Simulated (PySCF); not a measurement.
## Where the electron goes

Bis(E-2-chloro-1-methyl-1-propenyl) selenide, C8H12Cl2Se.
Geometry (PBE0-D3(BJ)/def2-SVP, Å), atoms numbered from 1 in this order:
```
atom  x, y, z in Å
C1     2.967    0.423    1.606
C2     2.495    0.593    0.203
Cl3    3.606    1.549   -0.759
C4     1.383    0.103   -0.375
C5     0.963    0.327   -1.791
Se6    0.259   -1.081    0.638
C7    -1.384   -0.112    0.398
C8    -1.370    1.296    0.896
C9    -2.449   -0.754   -0.117
C10   -2.535   -2.142   -0.652
Cl11  -3.989    0.079   -0.194
H12    3.238    1.402    2.032
H13    2.188   -0.041    2.225
H14    3.870   -0.207    1.639
H15    1.552    1.125   -2.261
H16   -0.105    0.594   -1.840
H17    1.088   -0.597   -2.379
H18   -2.259    1.846    0.562
H19   -0.469    1.822    0.542
H20   -1.338    1.314    1.997
H21   -1.542   -2.608   -0.688
H22   -3.198   -2.759   -0.025
H23   -2.968   -2.126   -1.664
```

Method used: PySCF, TDDFT wB97X-D/def2-SVPD, vertical, gas phase, core orbitals frozen in the response. The wB97X-D/def2-SVPD calculation is non-relativistic and has no spin–orbit coupling, an omission that weighs most on selenium.

Frontier orbitals with the atoms that hold most of them (Löwdin shares over 4%, at most four atoms; ? is withheld):

```
orbital  ε (eV)                              atoms
 LUMO+2    1.60    Se6 59%, Cl3 6%, Cl11 6%, C7 5%
 LUMO+1    1.19     C2 18%, C4 16%, C7 14%, C9 13%
   LUMO       ?     Se6 33%, C9 13%, C7 12%, C4 9%
   HOMO   -8.07                                  ?
 HOMO-1   -9.01                                  ?
 HOMO-2   -9.66   Se6 21%, C4 14%, C7 13%, Cl3 10%
 HOMO-3  -10.75  Cl3 26%, Cl11 22%, Se6 14%, C5 5%
```

Question: Which atoms hold the HOMO, and with what shares?

Answer: Se6 (bonded to 2 C) 45%; C4 (bonded to 2 C and Se) 9%; C7 (bonded to 2 C and Se) 9%; C2 (bonded to 2 C and Cl) 7%. By element: selenium 45%, carbon 26% or more.

Question: Give the leading atoms of the HOMO-1.

Answer: C7 (bonded to 2 C and Se) 15%; C4 (bonded to 2 C and Se) 14%; C9 (bonded to 2 C and Cl) 13%; C2 (bonded to 2 C and Cl) 12%.

Question: What is the LUMO energy, and the HOMO–LUMO gap?

Answer: ε(LUMO) = 1.14 eV; the gap is 9.21 eV (0.3384 hartree).

Question: How does S1 compare with the orbital gap of 9.21 eV?

Answer: S1 is at 4.64 eV (f = 0.0007), 4.57 eV below the gap, made of HOMO→LUMO (86%). Without the coupling terms of the response equations the lowest excitation would equal the gap.

Question: One configuration dominates each of S1, S2 and S8. Which, and how do the shares of the two leading atoms of either orbital change from the occupied to the empty one?

Answer: 
- S1 (4.64 eV, f 0.0007), HOMO→LUMO (86%): Se6 45% → 33%, C4 9% → 9%, C9 at most 8% → 13%
- S2 (5.06 eV, f 0.188), HOMO→LUMO+1 (92%): Se6 45% → at most 14%, C4 9% → 16%, C2 7% → 18%
- S8 (6.49 eV, f 0.0010), HOMO-1→LUMO+1 (73%): C7 15% → 14%, C4 14% → 16%, C2 12% → 18%

Löwdin shares depend on the basis, the more so with diffuse functions.

The run took 3.7 min on Arm Neoverse V1, one thread, no GPU, on a shared host, and the process peaked at 2.3 GiB of memory.

One conformer stands for the species.
